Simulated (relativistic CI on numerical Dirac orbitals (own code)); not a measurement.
# Ni4+ in a cubic cluster: L2,3 absorption with charge transfer

Computed with a charge-transfer multiplet model of a cubic metal-ligand cluster with up to 3 ligand holes, Slater and spin-orbit integrals from Dirac-Coulomb-Breit ions, Slater integrals scaled by 0.7. The parameters are those of a tetrahedral site (10Dq negative, t2 hopping the larger). The ground state mixes d6 with configurations of k ligand holes L, whose averages lie at kΔ + k(k − 1)U_dd/2; a core hole lowers each added d electron by U_cd. 20 K, Lorentzian 0.4 eV and Gaussian 0.3 eV FWHM.

Atomic integrals in eV (Slater integrals scaled, ζ unscaled), ground: F2dd 9.934, F4dd 6.234, zeta_d 0.099; with the core hole: F2dd 10.444, F4dd 6.555, zeta_d 0.124, zeta_core 11.400, F2cd 6.313, G1cd 4.879, G3cd 2.777.

Cluster parameters (eV): Δ = 0.3, U_dd = 7.4, 10Dq = -0.15, 10Dq(ligand) = 0, V(eg) = 1.9, V(t2g) = -3.23, final-state hopping factor = 0.9.

| Case | n_d | d6 | d7L | d8L2 | d9L3 | S |
| --- | --- | --- | --- | --- | --- | --- |
| U_cd = 7.6 eV | 6.69 | 0.41 | 0.49 | 0.10 | 0.00 | 1.98 |
| U_cd = 8.2 eV | 6.69 | 0.41 | 0.49 | 0.10 | 0.00 | 1.98 |
| U_cd = 8.8 eV | 6.69 | 0.41 | 0.49 | 0.10 | 0.00 | 1.98 |
| U_cd = 10 eV | 6.69 | 0.41 | 0.49 | 0.10 | 0.00 | 1.98 |
| U_cd = 10.6 eV | 6.69 | 0.41 | 0.49 | 0.10 | 0.00 | 1.98 |

Weights, n_d and S are thermal averages at 20 K. Photon energies count from the first peak over 30 % of the highest in each spectrum, which can be another peak from case to case. The parameters are a model scan and need not match a compound or its usual spin state. Peaks in eV (height, largest 100):
- U_cd = 7.6 eV: -2.3 (9), 0.0 (100), 1.9 (14), 2.4 (17), 3.3 (8), 16.9 (13), 17.9 (32), 20.2 (6)
- U_cd = 8.2 eV: -2.3 (9), 0.0 (100), 1.8 (14), 2.3 (17), 3.1 (8), 17.0 (12), 17.9 (31), 20.1 (6)
- U_cd = 8.8 eV: -2.3 (10), 0.0 (100), 2.2 (17), 3.0 (8), 17.0 (12), 17.9 (32), 19.9 (6)
- U_cd = 10 eV: -2.1 (10), 0.0 (100), 2.0 (17), 17.1 (11), 17.9 (30), 19.8 (5)
- U_cd = 10.6 eV: -2.1 (11), 0.0 (100), 1.9 (17), 8.7 (6), 17.1 (11), 17.9 (30)

Curve for U_cd = 7.6 eV (points under 2 left out, the grid thinned):

```json
{"E (eV)": "-3.0", "Intensity": "2.1"}
{"E (eV)": "-2.7", "Intensity": "4.2"}
{"E (eV)": "-2.4", "Intensity": "8.9"}
{"E (eV)": "-2.0", "Intensity": "6.5"}
{"E (eV)": "-1.7", "Intensity": "8.6"}
{"E (eV)": "-1.4", "Intensity": "17.5"}
{"E (eV)": "-1.1", "Intensity": "23.1"}
{"E (eV)": "-0.8", "Intensity": "33.9"}
{"E (eV)": "-0.5", "Intensity": "46.0"}
{"E (eV)": "-0.1", "Intensity": "96.2"}
{"E (eV)": "0.2", "Intensity": "77.3"}
{"E (eV)": "0.5", "Intensity": "45.9"}
{"E (eV)": "0.8", "Intensity": "41.4"}
{"E (eV)": "1.1", "Intensity": "27.4"}
{"E (eV)": "1.5", "Intensity": "15.0"}
{"E (eV)": "1.8", "Intensity": "13.5"}
{"E (eV)": "2.1", "Intensity": "13.7"}
{"E (eV)": "2.4", "Intensity": "16.8"}
{"E (eV)": "2.7", "Intensity": "10.7"}
{"E (eV)": "3.0", "Intensity": "7.3"}
{"E (eV)": "3.4", "Intensity": "7.6"}
{"E (eV)": "3.7", "Intensity": "6.4"}
{"E (eV)": "4.0", "Intensity": "5.1"}
{"E (eV)": "4.3", "Intensity": "3.9"}
{"E (eV)": "4.6", "Intensity": "3.3"}
{"E (eV)": "5.0", "Intensity": "3.4"}
{"E (eV)": "5.3", "Intensity": "3.2"}
{"E (eV)": "5.6", "Intensity": "2.4"}
{"E (eV)": "6.4", "Intensity": "2.1"}
{"E (eV)": "6.7", "Intensity": "2.0"}
{"E (eV)": "16.2", "Intensity": "3.1"}
{"E (eV)": "16.6", "Intensity": "7.9"}
{"E (eV)": "16.9", "Intensity": "12.7"}
{"E (eV)": "17.2", "Intensity": "10.2"}
{"E (eV)": "17.5", "Intensity": "14.6"}
{"E (eV)": "17.8", "Intensity": "29.1"}
{"E (eV)": "18.2", "Intensity": "25.3"}
{"E (eV)": "18.5", "Intensity": "13.9"}
{"E (eV)": "18.8", "Intensity": "9.0"}
{"E (eV)": "19.1", "Intensity": "5.9"}
{"E (eV)": "19.4", "Intensity": "4.3"}
{"E (eV)": "19.7", "Intensity": "4.3"}
{"E (eV)": "20.1", "Intensity": "6.3"}
{"E (eV)": "20.4", "Intensity": "4.8"}
{"E (eV)": "20.7", "Intensity": "2.4"}
```

For the case U_cd = 8.8 eV, Δ = 0.3 eV is smaller than U_dd = 7.4 eV, the charge-transfer side of the Zaanen-Sawatzky-Allen scheme. With the core hole the configuration with one ligand hole lies at Δ + U_dd − U_cd = 0.1, -0.5, -1.1, -2.3, -2.9 eV from the one without, in the order of the table; where this is negative the screened configuration lies lower, though the effective hopping of about 4.8 eV (from the holes of the mixed ground state) mixes the two strongly wherever it is as large as the gap.
